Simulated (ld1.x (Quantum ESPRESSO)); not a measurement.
# PBEsol ultrasoft dataset for O (Z = 8), scalar-relativistic all-electron reference.

oxygen (O), ultrasoft, made with ld1.x (Quantum ESPRESSO) 7.5 (PBEsol, scalar-relativistic). Core [He], reference 2s2 2p4. Waves: 2s (bound): rcut 0.90, rcutus 0.95 bohr; 2s channel at -1.3 Ry: rcut 0.90, rcutus 0.95 bohr; 2p (bound): rcut 1.30, rcutus 1.80 bohr; 2p channel at 0.05 Ry: rcut 1.30, rcutus 1.80 bohr; 3d channel at -0.15 Ry: rcut 1.20, rcutus 1.55 bohr. Local part: all-electron potential smoothed inside 1.40 bohr (lloc = -1). Core correction: none. Augmentation charge: built from norm-conserving waves at rcut, not smoothed further.

All-electron outer shells of the reference configuration (PBEsol, scalar-relativistic, ld1.x):

```
shell  level (eV)  outermost node (bohr)  outermost maximum (bohr)
   1s     -512.77                      –                      0.13
   2s      -23.81                   0.28                      0.87
   2p       -8.97                      –                      0.82
```

Q: Estimate the cutoffs (Ry, on a coarse ladder) from which the occupation-weighted sum of valence levels, in a spherical-Bessel basis at the reference potential, stays within 10 and 1 mRy of its value at 400 Ry.

A: 21 Ry and 35 Ry.

Q: What does a ghost test show?

A: No extra level below or beside the all-electron valence levels (s, p, d, f tested).

Q: Is the overlap operator S = 1 + Σ q|β⟩⟨β| positive definite (Bessel basis up to 400 Ry)?

A: Yes: its lowest eigenvalue is 0.40 (s channel).

Q: Tests: 2s2 2p3; 2s2 2p2; 2s2 2p1; 2s1 2p4; 2s2 2p4.3; 2s0 2p6; 2s1 2p5. Which has the largest error in its energy relative to the reference configuration, and how large is it?

A: 2s2 2p1, with +534 meV (all-electron minus pseudo) on +103.54 eV.
